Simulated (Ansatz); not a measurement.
`[SeH][SnH2][SeH]` + `[OH][GaH][OH]` → `[OH][Ga]([OH])[SeH]` + `[SeH][SnH3]`  (formal exchange of groups at the Se–Sn bond)

Program: Ansatz. Geometries: PBE0-D4/def2-TZVP. ΔE: electronic, gas phase. CBS: MP2 limit from def2 TZ/QZ plus the TZ coupled-cluster correction, frozen cores. DFT in def2-TZVPP. def2 core potentials past Kr. For Ga, Se, Sn outer-core shells are correlated without core-valence functions, which leaves a few kJ/mol of doubt a bond. Scalar relativity is left out up to krypton. One conformer a species, not always the lowest.

`[SeH][SnH2][SeH]`:

Z-matrix (Å, degrees):
```
Sn
Se 1 2.531
Se 1 2.531 2 112.8
H 1 1.701 2 106.0 3 116.1
H 1 1.704 2 109.0 3 -120.7
H 2 1.469 1 91.7 3 75.9
H 3 1.469 1 91.6 2 -80.3
```

`[OH][GaH][OH]`:

Cartesian coordinates in Å:
```
O -0.712 -0.428 1.154
Ga 0.351 -0.238 -0.269
O 0.144 1.335 -1.069
H -0.628 -1.266 1.612
H 1.357 -1.289 -0.792
H -0.513 1.886 -0.636
```

`[OH][Ga]([OH])[SeH]`:

Z-matrix (Å, degrees):
```
Ga
O 1 1.775
Se 1 2.310 2 117.7
O 1 1.782 2 116.0 3 180.0
H 2 0.960 1 112.5 3 -180.0
H 3 1.469 1 91.7 2 -179.8
H 4 0.959 1 115.0 2 -179.8
```

`[SeH][SnH3]`:

Z-matrix (Å, degrees):
```
Sn
Se 1 2.533
H 1 1.702 2 104.9
H 1 1.705 2 109.7 3 119.5
H 1 1.705 2 109.7 3 -119.5
H 2 1.469 1 92.3 3 179.8
```

| level | ΔE (eV) |
| --- | --- |
| r2SCANh-D4 | -0.17 |
| ωB97X-V | -0.17 |

(1) What does CCSD(T)/CBS give? (Best estimate.)

Largest T1 diagnostic among the species: 0.015.

## Answers

(1) The calculation gave: -0.11 eV. The listed levels differ from it by -0.06, -0.06 eV.

From BLYP to BHLYP (50 % exact exchange), in def2-TZVPP and without D4, ΔE moves by −0.06 eV. At CCSD(T), def2-SVP lies −0.12 eV from the extrapolated value and def2-TZVPP −0.11 eV. Leaving LDA and LC-ωPBE aside and taking each functional with its dispersion term where it has one, the values, not all of them listed here, spread over 0.09 eV, from PBE-QIDH to BLYP-D4.
